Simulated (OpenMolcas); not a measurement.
Ni3+: moving or changing the point charges

Ni3+ among 6 point charges of -1.5 e arranged as an octahedron (Oh), 1.84 Å from the ion.
```
   1.8400    0.0000    0.0000  -1.50
   0.0000    1.8400    0.0000  -1.50
  -1.8400    0.0000    0.0000  -1.50
   0.0000   -1.8400    0.0000  -1.50
   0.0000    0.0000    1.8400  -1.50
   0.0000    0.0000   -1.8400  -1.50
```

- Program: OpenMolcas 26.06
- Method: CASSCF
- Basis: ANO-RCC-VDZP [5s4p2d1f]
- Scalar Hamiltonian: DKH2, point nucleus
- Active space: 7 electrons in 5 orbitals (3d)
- State averaging: 2S+1 = 4 even, 10 roots; 2S+1 = 2 even, 40 roots
- Spin-orbit coupling: state interaction with AMFI integrals over the reference wave functions

Runs around this geometry, states (labels of O, the rotations of Oh). Energies in cm-1 above the lowest state or level, χT in cm3 K/mol; under a threefold ground state the first gap can be a small split of the lowest multiplet, not the spin-orbit step; 10Dq and B are least-squares fits to the states below 45000 cm-1, weighted by degeneracy, with a free offset, and given where the rms deviation is under 5 % of |10Dq| (or 100 cm-1) and under 700 cm-1.

```csv
R (Å),q (e),Ground state,First state of that spin,10Dq,B (rms of fit),First gap with spin-orbit (degeneracies),χT at 300 K,First state of another spin
1.84,-0.98,4T1,4T2 1930,2178,1408 (84),"378.7 (2, 4)",4.379,2E 21746
1.7,-1.5,4T1,4T2 4233,4677,1407 (154),"476.3 (2, 4)",3.847,2E 20508
1.84,-1.5,4T1,4T2 2979,3313,1408 (133),"441.5 (2, 4)",4.064,2E 21328
2.01,-1.5,4T1,4T2 1998,2244,1409 (92),"384.4 (2, 4)",4.353,2E 21749
```

Taking |10Dq| as R^-n, n = -ln(2244 / 4677) / ln(2.01 / 1.7) = 4.4 between the shortest and longest distance. The point-charge formula for a cubic d site gives n = 5.

Scaling the charges by -0.98 / -1.5 = 0.65 scales |10Dq| by 2178 / 3313 = 0.66; with fixed orbitals a first-order splitting would follow the charge.

An orbital triplet at a regular site is open to Jahn-Teller coupling, which can distort the site and quench the lowest spin-orbit gaps and is left out. Without dynamic correlation the repulsion within the d shell is too large (B by tens of per cent), so at a given field states of lower spin stand too high. Point charges give a weaker field than real ligands, and real ions of this kind are often low spin; the high spin found here belongs to the model. This field is weak: 10Dq is about 2178 cm-1, while octahedral complexes of 3d ions of charge 3 and more, computed by the same method with explicit ligands, had a median near 15000 cm-1. Ground spin and moment need not be those of a real site (figures for R = 1.84, q = -0.98; the like holds for R = 1.7, q = -1.5, R = 1.84, q = -1.5, R = 2.01, q = -1.5). The ground term spreads over less than 5000 cm-1, several times less than with real ligands, so orbital moments are less quenched and χT lies further from the spin-only value than at real sites (holds for R = 1.84, q = -0.98; R = 2.01, q = -1.5). Point charges carry no covalency, so the field is a model and not that of real ligands. No measured value stands beside these numbers.
